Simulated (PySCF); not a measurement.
A calculated (LDA, PySCF 2.14, def2-TZVP, no relativity, point nucleus) atom or ion has these occupied shells.

| shell | electrons | orbital energy (eV) | rms radius, mean of both spins (bohr) |
| --- | --- | --- | --- |
| 1s α | 1 | -2080.2 | 0.121 |
| 1s β | 1 | -2079.9 | 0.121 |
| 2s α | 1 | -182.74 | 0.571 |
| 2s β | 1 | -182.42 | 0.571 |
| 2p α | 3 | -135.12 | 0.545 |
| 2p β | 3 | -134.72 | 0.545 |
| 3s α | 1 | -23.927 | 1.97 |
| 3s β | 1 | -22.049 | 1.97 |
| 3p α | 2 | -14.923 | 2.30 |

(1) Name the element and its charge.

Results:

(1) P⁺ (phosphorus, charge +1), in [Ne] 3s2 3p2, high-spin 3P determinant.
